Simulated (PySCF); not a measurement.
# TDDFT excited states: C7H6ClOP

Compound: C7H6ClOP.
SMILES: `C(c1pc(cc(c1)C)Cl)=O`

Method: PySCF 2.14.0, density-fitted response routines, TDDFT PBE0/def2-SVPD, vertical, gas phase, core orbitals frozen in the response. Isolated species at its PBE0-D3(BJ)/def2-SVP geometry (one conformer only). Torsions of this conformer, `[CH3:1][c:2]1[cH:3][c:4]([Cl:5])[p:6][c:7]([CH:8]=[O:9])[cH:10]1`: P6–C7–C8–O9 180°.

Task: What does the calculation give for the low-lying excited states?

Result: 

```tsv
state	E (eV)	E (kJ/mol)	λ (nm)	f	|μ| (D)	main configurations (H = HOMO, L = LUMO)
S1	3.48	336	356.4	0.0002	0.11	H-1→L (92%)
S2	3.92	379	316.0	0.032	1.46	H→L (81%), H-2→L+1 (10%)
S3	4.64	448	267.0	0.0058	0.57	H-3→L (95%)
S4	4.69	453	264.3	0.030	1.30	H-2→L (51%), H→L+1 (39%)
S5	4.78	462	259.1	0.0001	0.07	H-1→L+1 (92%)
S6	5.08	490	244.2	0.410	4.61	H→L+1 (52%), H-2→L (41%)
S7	5.31	512	233.6	0.0097	0.69	H-3→L+1 (95%)
S8	5.47	527	226.8	0.232	3.35	H-2→L+1 (80%), H→L (10%)
S9	5.60	541	221.3	0.0002	0.11	H-4→L (91%)
S10	6.09	587	203.7	0.0007	0.17	H-4→L+1 (92%)
```

Triplets, Tamm–Dancoff:

```
state  E (eV)  λ (nm)  main configurations (H = HOMO, L = LUMO)
   T1    2.85   434.3       H→L (64%), H→L+1 (20%), H-2→L (13%)
   T2    3.00   412.9                               H-1→L (87%)
   T3    3.35   370.5       H→L+1 (36%), H→L (33%), H-2→L (22%)
   T4    3.61   343.8                  H-2→L (58%), H→L+1 (40%)
```

The lowest singlet comes at 356 nm (336 kJ/mol) in the ultraviolet; it is dark (f under 0.0005); its leading configuration is HOMO-1→LUMO (92%). The strongest level in the table is S6 at 5.08 eV (244 nm, f = 0.410). Löwdin shares by element: HOMO carbon 30% or more, phosphorus 24%, chlorine 15% (atoms not listed hold the other 30%); LUMO carbon 28% or more, phosphorus 22%, oxygen 14% (atoms not listed hold the other 36%). The oscillator strengths of these states sum to 0.721; summed over the whole spectrum of an exact calculation they would give the number of electrons, 88 (Thomas–Reiche–Kuhn). The listed states span 2.61 eV, and the widest gap between neighbours is 0.72 eV (S2 to S3). Of the 10 states listed, 4 reach f = 0.01 and 3 stay under 0.0005. No computed singlet lies in the visible range (380 to 750 nm); the lowest, at 356 nm, stands 0.22 eV above its violet end (3.26 eV); a Tamm–Dancoff triplet lies at 434 nm, without intensity as long as spin–orbit coupling is left out. All these states lie below the vertical ionisation energy of 9.03 eV (ΔSCF). Singlets were solved by full linear response, triplets in the Tamm–Dancoff approximation.

Hardware: one thread of an Arm Neoverse V1 (shared host). Cost: 9.5 min wall, 1.1 GiB resident at most.
